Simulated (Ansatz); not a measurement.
Species: H₁₀Si₃Sn, SMILES `[SiH3][SnH]([SiH3])[SiH3]` (charge 0, multiplicity 1), formula H10Si3Sn.

### Question
How many basis functions does frozen-core CCSD(T)/def2-TZVPP // r2SCAN-D4/def2-SVP in Ansatz (a quantum-chemistry and plane-wave program) use, how many core orbitals are frozen, and how many electrons are correlated?

### Answer
316 basis functions and 19 frozen orbitals, which leaves 36 correlated electrons (filled d shells below the valence shell are correlated). Core time is of the order of minutes.
